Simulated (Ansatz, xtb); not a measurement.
# A geometry optimisation of CH4STe with r2SCAN-D4/def2-SVP

The starting geometry of this gas-phase singlet was built from a drawn formula by distance geometry and a force field; its bonds are those of `C1[SH]=[TeH]1`.

```xyz
7

C     0.6804    0.5244   -1.0689
S    -1.0601    0.2273   -0.8764
Te   -0.3094    2.3717   -0.7072
H     1.2606    0.0852   -0.1650
H     1.0268    0.3684   -2.0918
H    -1.2309   -0.1738    0.4490
H    -0.0945    2.1696    1.0086
```

Question: Where would you expect an optimisation with r2SCAN-D4/def2-SVP to take it?

Answer: A bond breaks, leaving `SC[TeH]`. Contacts that open: S2–Te3 (2.28 → 3.45 Å).

The energy falls by 5.26 eV over 9 steps:

```json
{"step": "1", "E − E(last) (eV)": "5.265"}
{"step": "2", "E − E(last) (eV)": "2.400"}
{"step": "3", "E − E(last) (eV)": "0.967"}
{"step": "4", "E − E(last) (eV)": "0.271"}
{"step": "5", "E − E(last) (eV)": "0.109"}
{"step": "6", "E − E(last) (eV)": "0.030"}
{"step": "7", "E − E(last) (eV)": "0.002"}
{"step": "8", "E − E(last) (eV)": "0.000"}
{"step": "9", "E − E(last) (eV)": "0.000"}
```

Final geometry (Å):

```yaml
atoms:
  - { symbol: C, position_ang: [0.4387, 0.5543, -0.9744] }
  - { symbol: S, position_ang: [-1.0407, -0.4809, -0.9579] }
  - { symbol: Te, position_ang: [0.2177, 2.7114, -0.6144] }
  - { symbol: H, position_ang: [1.2029, 0.1890, -0.2758] }
  - { symbol: H, position_ang: [0.8486, 0.4857, -1.9927] }
  - { symbol: H, position_ang: [-1.3201, -0.3384, 0.3567] }
  - { symbol: H, position_ang: [-0.0742, 2.4517, 1.0068] }
```

From the same start GFN2-xTB reaches the same bonding as this run.

No frequencies were run, so the end isn't proven a minimum. Atoms past krypton carry core potentials, without spin–orbit terms. Run with Ansatz 0.2.0, 43 s on 1 thread of Arm Neoverse N1, on a shared host.
